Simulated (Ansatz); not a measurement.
Reaction (ligand exchange at the In–N bond): `CC[N](C)[InH2]` + `C[NH][GeH3]` → `C[N]([GeH3])[InH2]` + ethylmethylamine

Program: Ansatz. Geometries: PBE0-D4/def2-TZVP. ΔE: electronic, gas phase. CCSD(T)/CBS adds triple-zeta CCSD(T) − MP2 to the extrapolated MP2 energy (def2 sets, frozen cores). Elements past krypton have def2 core potentials. For Ge, In outer-core shells are correlated without core-valence functions, which leaves a few kJ/mol of doubt a bond. Scalar relativity is left out up to krypton. Each species was taken in one conformer, which may not be the lowest.

`CC[N](C)[InH2]`:

Cartesian coordinates in Å:
```
C 0.641 -0.203 -1.822
C 0.623 0.638 -0.567
N -0.161 0.084 0.507
C -0.135 0.931 1.673
In -1.216 -1.643 0.521
H -0.366 -0.334 -2.229
H 1.058 -1.196 -1.632
H 1.252 0.276 -2.589
H 0.248 1.645 -0.816
H 1.661 0.791 -0.224
H -0.731 0.504 2.483
H -0.535 1.934 1.457
H 0.890 1.072 2.052
H -1.252 -2.650 -0.858
H -1.977 -1.850 2.045
```

`C[NH][GeH3]`:

Cartesian coordinates in Å:
```
C 0.158 -1.388 -0.129
N 0.697 -0.052 -0.298
Ge -0.296 1.365 0.323
H 0.911 -2.136 -0.395
H -0.747 -1.598 -0.719
H -0.093 -1.550 0.923
H 1.042 0.095 -1.236
H 0.466 2.647 -0.040
H -0.416 1.195 1.847
H -1.724 1.422 -0.276
```

`C[N]([GeH3])[InH2]`:

Z-matrix (Å, degrees):
```
C
N 1 1.453
H 1 1.099 2 112.2
H 1 1.095 2 111.2 3 119.7
H 1 1.099 2 112.2 3 -120.5
Ge 2 1.835 1 114.8 3 60.3
In 2 2.030 1 121.3 3 -119.8
H 6 1.546 2 110.3 1 -59.4
H 6 1.537 2 107.7 1 -179.9
H 6 1.546 2 110.3 1 59.5
H 7 1.709 2 115.8 1 180.0
H 7 1.715 2 112.2 1 -0.0
```

`CCNC`:

Cartesian coordinates in Å:
```
C -1.707 0.232 -0.707
C -0.471 -0.430 -0.136
N 0.615 0.518 0.000
C 1.798 -0.055 0.599
H -1.486 0.686 -1.675
H -2.513 -0.493 -0.837
H -2.074 1.018 -0.041
H -0.134 -1.227 -0.809
H -0.720 -0.922 0.822
H 0.301 1.311 0.547
H 2.560 0.716 0.730
H 1.619 -0.535 1.577
H 2.212 -0.817 -0.068
```

| species | MP2/def2-QZVPP energy (Eh) |
| --- | --- |
| `CC[N](C)[InH2]` | -364.40494 |
| `C[NH][GeH3]` | -2172.78594 |
| `C[N]([GeH3])[InH2]` | -2363.04092 |
| `CCNC` | -174.15516 |

Work out ΔE.

ΔE = (-2363.04092) + (-174.15516) − (-364.40494) − (-2172.78594) = -0.00520 Eh = -13.7 kJ/mol. CCSD(T)/CBS gives -12.6 kJ/mol.

Largest T1 diagnostic among the species: 0.016.

Leaving LDA and LC-ωPBE aside and taking each functional with its dispersion term where it has one, the values, not all of them listed here, spread over 6.2 kJ/mol, from BHLYP-D4 to revPBE-D4. LDA lies +6.1 kJ/mol from PBE without D4. In def2-TZVPP, CCSD(T) changes the Hartree–Fock value by +7.2 kJ/mol (the triples alone add +1.1 kJ/mol) and MP2 by +6.6 kJ/mol.
